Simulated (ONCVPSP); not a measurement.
What one change does to a pseudopotential (zirconium, ONCV)

```
Element                 : zirconium
Generator               : ONCVPSP 4.0.1
Type                    : optimised norm-conserving Vanderbilt (ONCV)
Functional              : PBE
Relativity              : fully relativistic
Frozen core             : [Ar] 3d10
Valence charge          : 12
Reference configuration : 4s2 4p6 4d2 5s1.75 (charge +0.25)
Partial waves           : 4s+5s: rc 1.75 bohr, ncon 3, nbas 7, qcut 6.7 1/bohr, 2 projectors; 4p: rc 1.45 bohr, ncon 4, nbas 9, qcut 5.7 1/bohr, 2 projectors, debl 0.5 Ha; 4d: rc 2.00 bohr, ncon 4, nbas 7, qcut 5.1 1/bohr, 1 projector
Local potential         : polynomial inside 1.30 bohr (lpopt 3, dvloc0 -1 Ha)
Core correction         : none
```

Open shells are filled in proportion to 2j + 1.

In the p channel the program set the typed energies aside and used -1.229, 0.250 Ha (j = l + 1/2; the other j can differ).

All-electron outer shells of the reference configuration (PBE, scalar-relativistic, ld1.x):

| shell | level (eV) | outermost node (bohr) | outermost maximum (bohr) |
| --- | --- | --- | --- |
| 3d | -176.25 | – | 0.35 |
| 4s | -56.05 | 0.55 | 1.08 |
| 4p | -34.01 | 0.56 | 1.17 |
| 5s | -5.75 | 1.47 | 3.11 |
| 4d | -5.10 | 0.58 | 1.59 |

Change: local potential polynomial inside 1.30 bohr (lpopt 3, dvloc0 5 Ha).

Cutoffs: the cutoffs (Ha) at which the residual kinetic energy of the hardest occupied pseudo-wave falls to 1 and 0.1 mHa per electron; they do not see the model core or the augmentation charge, which bear on the density cutoff. Errors are all-electron minus pseudo energies relative to the spin-unpolarised reference configuration.

Problem. Predict the effect on cutoff, ghosts and configuration errors.

Solution. The potential gets neither clearly harder nor softer (23 Ha and 117 Ha → 23 Ha and 117 Ha); the errors of the 4 common tests hardly move; neither file shows a bound ghost.

| quantity | base | changed |
| --- | --- | --- |
| cutoff, loose | 23 Ha | 23 Ha |
| cutoff, tight | 117 Ha | 117 Ha |
| bound ghosts | none | none |
| GHOST(+) flags under 300 eV | s at 196.4 eV | none |
| error for 4s2 4p6 4d2 5s2, meV [ΔE -1.27 eV] | 0.0 | 0.0 |
| error for 4s2 4p6 4d2 5s1, meV [ΔE 5.86 eV] | -0.1 | -0.1 |
| error for 4s2 4p6 4d2 5s0, meV [ΔE 18.80 eV] | -1.6 | -1.6 |
| error for 4s2 4p6 4d2 5s1 5p1, meV [ΔE 1.77 eV] | 0.0 | 0.0 |
| s: phases at 1.77 bohr within 0.05 rad from the reference energy up to (Ha; the scan ends near 5) | to the end of the scan | to the end of the scan |
| p3/2: phases at 1.47 bohr within 0.05 rad from the reference energy up to (Ha; the scan ends near 5) | 5.0 | 4.8 |
| p1/2: phases at 1.47 bohr within 0.05 rad from the reference energy up to (Ha; the scan ends near 5) | 4.9 | 4.8 |
| d5/2: phases at 2.03 bohr within 0.05 rad from the reference energy up to (Ha; the scan ends near 5) | 2.6 | 2.4 |
| d3/2: phases at 2.03 bohr within 0.05 rad from the reference energy up to (Ha; the scan ends near 5) | 2.5 | 2.3 |
